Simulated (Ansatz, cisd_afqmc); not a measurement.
Species: GeHSI, charge 0, singlet. GeHSI (SMILES [Ge]([SH])[I]).
B3LYP-D3(BJ)/def2-TZVP minimum from Ansatz (a quantum-chemistry and plane-wave program):
```xyz
4

Ge     0.0515    -1.3411     0.0539
I      0.6568     1.1769     0.1053
S     -2.1301    -1.0668    -0.4291
H     -2.3789    -2.3909    -0.4411
```

Total energies in def2-SVP, 18 correlated electrons, 28 frozen orbitals. Radicals and triplets start from unrestricted determinants; spin-orbit coupling is neglected. Cores are frozen in correlated methods (noble-gas shells, and filled d and f shells in the p block). Past Kr the def2 sets carry scalar-relativistic core potentials. AFQMC is phaseless with a CISD trial state; ± is one standard error, without the phaseless bias. Outlying blocks are dropped, and bars are widened where a walk drifts. Over all cases where full CI ran beside it in this data, AFQMC minus full CI had a median of +0.1 mEh and passed +0.4 mEh in a tenth of the cases. Spin-orbit terms, left out, reach several kcal/mol for Br and I, and more for heavier atoms.

```csv
method,program,energy (Eh),minus CCSDT(Q) (mEh)
HF,Ansatz,-2769.81052,351.65
MP2,Ansatz,-2770.11343,48.74
CCSD,Ansatz,-2770.14833,13.83
CCSD(T),Ansatz,-2770.15997,2.19
CCSDT(Q),Ansatz,-2770.16217,0.00
AFQMC/CISD,cisd_afqmc,-2770.1619 ± 0.0004,0.2 ± 0.4
```

Rough core times of Ansatz's runs on a shared machine: CCSD(T) under 20 s, CCSDT(Q) 70 s.
